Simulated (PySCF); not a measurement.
Vertical excitations of a molecule C3H3ClF2 from TDDFT-B3LYP/def2-SVPD run with PySCF, as energy in eV (oscillator strength): 6.44 (0.315), 6.57 (0.009), 6.65 (0.017), 7.49 (0.000), 7.63 (0.002), 7.71 (0.002), 7.86 (0.002), 8.16 (0.007), 8.67 (0.005), 8.72 (0.007). Lowest triplet (TDA): 4.09 eV. The structure is a stationary point at B3LYP-D3(BJ)/def2-SVP. One conformer was computed; it need not be the lowest.

Q: Identify the compound among the candidates.
(A) C=C(Cl)C(F)F
(B) F[C@@H]1[C@H](F)[C@H]1Cl
(C) FC(F)/C=C/Cl
(D) FC1(F)C[C@H]1Cl

A: C, FC(F)/C=C/Cl
